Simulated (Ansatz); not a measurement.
Basis sets compared for Sn₄H₈. Total charge 0; singlet. Geometry PBE-D4/def2-SVP. Ansatz on 4 threads of Arm Neoverse V2 on a shared host; times are rough, and most runs start from earlier orbitals.

```xyz
12

Sn   -0.377   -0.825    0.743
Sn    0.850   -2.949   -0.949
Sn    0.691    0.211   -1.898
Sn   -0.418    2.038    0.988
H    -1.676    2.394    2.126
H     2.495   -2.303   -0.611
H     0.477   -1.170    2.218
H    -1.074    0.078   -2.269
H     1.091    2.616    1.604
H     0.764   -1.747   -2.443
H    -2.045   -1.236    0.970
H    -0.777    2.894   -0.477
```

In the def2 sets Sn takes a core potential; there is no spin–orbit coupling. Another isomer (singlet) lies 0.35 eV lower at PBE0-D4/def2-TZVP; other spin states weren't run for this one.

Binding counts from free atoms (Sn triplet, H doublet) in the same basis, without a counterpoise term.

```tsv
level	functions	energy (Eh)	HOMO (eV)	LUMO (eV)	binding per atom (eV)	wall time
PBE-D4/def2-SVP	144	-861.9481	-5.58	-3.24	2.23	1.4 s
PBE0-D4/def2-SVP	144	-861.9895	-6.42	-2.70	2.20	2.6 s
```

(1) Estimate the rows for PBE-D4/def2-TZVP (with forces), PBE0-D4/def2-TZVP.

## Answers

(1) 
```csv
level,functions,energy (Eh),HOMO (eV),LUMO (eV),binding per atom (eV),wall time
PBE-D4/def2-TZVP (with forces),248,-861.9838,-5.64,-3.29,2.24,3.3 s
PBE0-D4/def2-TZVP,248,-862.0213,-6.45,-2.72,2.22,6.5 s
```
